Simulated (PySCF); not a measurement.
## C7H8N: g tensor and hyperfine couplings

Species: C7H8N (doublet state).
Atom-mapped SMILES: `[CH:1]#[C:2][C:3]1[CH:4]=[CH:5][CH2:6][N:7]1[CH3:8]` (hydrogens: H9 on C1; H10 on C4; H11 on C5; H12, H13 on C6; H14, H15, H16 on C8)

Theory: UKS B3LYP, pcH-1 on C H N, non-relativistic, mean-field spin-orbit, GIAO in PySCF. Geometry: GFN2-xTB; no solvent, vibrations or thermal averaging. A GFN2-xTB geometry isn't a minimum of the functional, and hyperfine couplings can be far from their values at a DFT geometry. Stability of the SCF solution: not tested.

```json
{"g1, g2, g3": "2.00214, 2.00282, 2.00352", "g_iso": "2.00282", "Form of g": "rhombic: the two nearest values differ by 49 % of g3 − g1", "⟨S²⟩": "0.7691 (exact 0.7500)", "HOMO–LUMO gap, α and β orbitals": "4.17, 4.85 eV", "Total energy": "-326.21537 Eh"}
```

Hyperfine couplings atom by atom, in G; T1 to T3 are the principal values of the dipolar part; ρ(0) is the spin density at the nucleus (MHz turned into gauss with g_iso; 10 G = 1 mT):

| atom | isotope | a_iso | T1 | T2 | T3 | Mulliken spin population | ρ(0) (bohr⁻³) |
| --- | --- | --- | --- | --- | --- | --- | --- |
| C1 | 13C | 9.2 | -9.0 | -7.0 | 16.0 | 0.32 | 0.0228 |
| C2 | 13C | -13.9 | -4.1 | -0.4 | 4.4 | -0.13 | -0.0348 |
| C3 | 13C | 11.0 | -12.7 | -12.3 | 25.0 | 0.39 | 0.0275 |
| C4 | 13C | -11.2 | -6.7 | 3.1 | 3.6 | -0.16 | -0.0279 |
| C5 | 13C | 12.0 | -11.2 | -10.4 | 21.6 | 0.38 | 0.0300 |
| C6 | 13C | -9.4 | -0.4 | 0.0 | 0.4 | -0.06 | -0.0234 |
| N7 | 14N | 4.1 | -4.1 | -4.0 | 8.1 | 0.17 | 0.0352 |
| C8 | 13C | -1.3 | -0.4 | -0.2 | 0.7 | -0.02 | -0.0033 |
| H9 | 1H | -8.8 | -4.3 | -0.1 | 4.3 | -0.01 | -0.0055 |
| H10 | 1H | 2.4 | -1.2 | -0.3 | 1.5 | 0.01 | 0.0015 |
| H11 | 1H | -9.3 | -5.5 | -0.2 | 5.6 | -0.02 | -0.0058 |
| H12 | 1H | 41.0 | -0.9 | -0.1 | 1.0 | 0.06 | 0.0257 |
| H13 | 1H | 37.7 | -1.0 | -0.2 | 1.2 | 0.04 | 0.0236 |
| H14 | 1H | 3.8 | -0.8 | -0.7 | 1.5 | 0.01 | 0.0024 |
| H15 | 1H | 9.0 | -0.8 | -0.5 | 1.3 | 0.02 | 0.0057 |
| H16 | 1H | 0.6 | -0.9 | -0.5 | 1.4 | 0.00 | 0.0004 |

The largest Mulliken spin populations are on C3 (+0.39), C5 (+0.38), C1 (+0.32) and N7 (+0.17). Four atoms exceed +0.15. The positive populations add up to 1.40 and the negative ones to -0.40, together 2S = 1.

The SMILES `C#C[C]1C=CCN1C` draws the unpaired electron on C3, whose computed spin population is only +0.39.

Axes: g3 points within 4° of the C3–C4 bond.

Under fast tumbling the dipolar parts average out, and these isotropic splittings remain: 2 × 1H (H12/H13, I = 1/2, 3 lines) with 3.94 mT, 1 × 1H (H11, I = 1/2, 2 lines) with 0.93 mT, 1 × 1H (H9, I = 1/2, 2 lines) with 0.88 mT, 3 × 1H (H14/H15/H16, I = 1/2, 4 lines) with 0.45 mT, 1 × 14N (N7, I = 1, 3 lines) with 0.41 mT and 1 × 1H (H10, I = 1/2, 2 lines) with 0.24 mT.

Class means assume fast exchange of nuclei equivalent by connectivity; if that motion is slow, each nucleus keeps its own coupling. The three 1H nuclei of mean +12.6 MHz run from 1.7 to 25.3 MHz in the frozen geometry.

The 13C coupling of C2 (-39.1 MHz) shows only in satellite lines or after enrichment, since that isotope makes up about 1.07 % of natural carbon.

The spin density at the nucleus, in bohr⁻³, is negative for C2 (-0.0348), C4 (-0.0279) and C6 (-0.0234), for instance. A restricted open-shell determinant has no negative spin density anywhere; here it arises because α and β orbitals differ (spin polarisation).
